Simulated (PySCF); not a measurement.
`C=C(F)/C(F)=C\B(C)C`, C₆H₉BF₂

Cartesian coordinates in Å; atom numbers follow the order of the lines, from 1:
```xyz
18

C     3.165   -0.597   -0.151
C     1.868   -0.300   -0.084
F     0.985   -0.877   -0.915
C     1.224    0.640    0.828
F     2.099    1.275    1.618
C    -0.089    0.879    0.874
B    -1.186    0.188   -0.014
C    -1.783   -1.198    0.417
C    -1.762    0.964   -1.253
H     3.533   -1.315   -0.884
H     3.857   -0.114    0.536
H    -0.404    1.654    1.584
H    -1.081   -1.840    0.968
H    -2.610   -0.962    1.116
H    -2.233   -1.759   -0.416
H    -2.804    0.704   -1.494
H    -1.149    0.621   -2.109
H    -1.647    2.057   -1.207
```

Method: quadratic response CAM-B3LYP/aug-cc-pVDZ first hyperpolarisability, Taylor convention, gas phase (PySCF). Geometry: PBE0-D3(BJ)/def2-SVP.

Q: What is the first hyperpolarisability, and how does it disperse?

A: In au, Taylor convention; the vector part is βᵢ = ⅓ Σⱼ (βᵢⱼⱼ + βⱼᵢⱼ + βⱼⱼᵢ); β∥ is 3/5 of the vector part along the dipole, the dipole points from − to +:
```csv
process,λ (nm),β vector norm,β∥,β HRS,depolarisation ratio
"static β(0;0,0)",∞,116.5,32.6,55.4,3.48
"second harmonic β(−2ω;ω,ω)",1907,130.4,38.1,61.3,3.57
"Pockels β(−ω;ω,0)",1907,120.9,34.4,–,–
"second harmonic β(−2ω;ω,ω)",1064,170.1,53.6,78.1,3.77
"Pockels β(−ω;ω,0)",1064,131.5,38.5,–,–
```

Q: Which lowest excitations, dipole and polarisabilities go with it?

A: S1 5.24 eV (f = 0.318); S2 5.70 eV (f = 0.306); S3 6.13 eV (f = 0.002); dipole 0.50 D; isotropic α 95.3 au static, 95.7 au at 1907 nm, 96.6 au at 1064 nm, 96.9 au at 953.5 nm, 101.2 au at 532 nm.
